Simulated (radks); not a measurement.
Species: the holmium ion Ho+. Configuration: [Xe] 4f11 6s1. Method: Dirac Kohn-Sham, BP86, spin-unpolarised, spherical densities, point nucleus; open shells fill j = l - 1/2 first; computed with a radial shooting solver on a logarithmic mesh with Libxc functionals.

X-ray form factor f0, the Fourier transform of the density (f0(0) = 66):

| sin(theta)/lambda (1/angstrom) | f0 (electrons) |
|---|---|
| 0.05 | 65.061 |
| 0.1 | 62.658 |
| 0.15 | 59.512 |
| 0.2 | 56.075 |
| 0.25 | 52.573 |
| 0.3 | 49.166 |
| 0.4 | 43.019 |
| 0.5 | 37.907 |
| 0.6 | 33.650 |
| 0.8 | 26.956 |
| 1 | 22.182 |
| 1.25 | 18.328 |
| 1.5 | 15.898 |
| 2 | 12.380 |
